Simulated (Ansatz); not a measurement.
Cost and result for the atomization energy of CH$_{7}$AlO$_{2}$Si (12 atoms, 12 bonds).

Z-matrix (Å, degrees):
```
C
O 1 1.346
O 1 1.480 2 108.8
H 1 1.100 2 113.6 3 -118.3
H 1 1.093 2 110.4 3 116.4
Si 2 1.723 1 119.3 3 51.4
Al 3 2.004 1 116.5 2 -45.2
H 3 0.964 1 109.8 2 -177.4
H 6 1.496 2 106.5 1 92.0
H 6 1.487 2 103.0 1 -156.7
H 7 1.600 3 99.7 1 -96.6
H 7 1.590 3 103.9 1 140.1
```

Total charge 0; spin multiplicity 1. The bonds changed during the relaxation, so this is another structure than the one it started from. The geometry is a stationary point of PBE0-D4/def2-TZVP. It is one conformer, not always the lowest. Program: Ansatz. All runs use 4 threads of an Arm Neoverse V2 on a shared host. Times are those of one run each, without the atoms' runs, and a repeat can differ threefold. Electronic energies, without spin–orbit coupling; frozen cores. CCSD(T)/CBS adds CCSD(T) − MP2 in def2-TZVPP to the MP2 limit, and its time is that of the two runs behind it. T1 = 0.013. B3LYP takes the VWN-RPA correlation (the form of Gaussian; ORCA's B3LYP/G).

CCSD(T)/CBS is a level of theory with its own doubt, some kJ/mol a heavy atom from the limit and from the frozen cores, so smaller differences don't rank the functionals.

| level | functions | wall time |
| --- | --- | --- |
| PBE-D4/def2-TZVPP (with forces) | 275 | 2.7 s |
| PBE0-D4/def2-TZVPP | 275 | 3.3 s |
| B3LYP-D4/def2-TZVPP (with forces) | 275 | 5 s |
| r2SCAN-D4/def2-TZVPP (with forces) | 275 | 5.5 s |
| B2PLYP/def2-TZVPP | 275 | 6 s |
| ωB97X-V/def2-TZVPP | 275 | 8.5 s |
| ωB97M-V/def2-TZVPP (with forces) | 275 | 13 s |
| MP2/def2-QZVPP | 521 | 24 s |
| CCSD(T)/def2-TZVPP | 275 | 3 min |
| CCSD(T)/CBS(def2) | – | 3.4 min |

What atomization energy does each give, and how far from CCSD(T)/CBS? (Estimate.)

Computed: 
| level | atomization (kJ/mol) | difference from CCSD(T)/CBS | per bond |
| --- | --- | --- | --- |
| PBE-D4/def2-TZVPP (with forces) | 4060.9 | 18.9 | 1.6 |
| PBE0-D4/def2-TZVPP | 3993.4 | -48.6 | -4.1 |
| B3LYP-D4/def2-TZVPP (with forces) | 4014.3 | -27.7 | -2.3 |
| r2SCAN-D4/def2-TZVPP (with forces) | 4037.9 | -4.1 | -0.3 |
| B2PLYP/def2-TZVPP | 3969.7 | -72.3 | -6.0 |
| ωB97X-V/def2-TZVPP | 4053.4 | 11.4 | 0.9 |
| ωB97M-V/def2-TZVPP (with forces) | 4038.5 | -3.5 | -0.3 |
| MP2/def2-QZVPP | 4043.6 | 1.6 | 0.1 |
| CCSD(T)/def2-TZVPP | 3930.0 | -112.0 | -9.3 |
| CCSD(T)/CBS(def2) | 4042.0 | 0.0 | 0.0 |

From PBE to PBE0 (25 % exact exchange), in def2-TZVPP and without D4, the atomization energy moves by −63.5 kJ/mol: exact exchange takes away binding that semilocal exchange gives to molecules. The D4 term adds +42.8 kJ/mol with B3LYP and +22.4 kJ/mol with PBE0; it sums over pairs of atoms, weighted by their polarisabilities, and B3LYP, whose exchange is more repulsive, gets the larger term. In def2-TZVPP, CCSD(T) changes the Hartree–Fock value by +1038.0 kJ/mol (the triples alone add +56.6 kJ/mol) and MP2 by +1084.9 kJ/mol; breaking electron pairs costs correlation energy, which Hartree–Fock lacks.
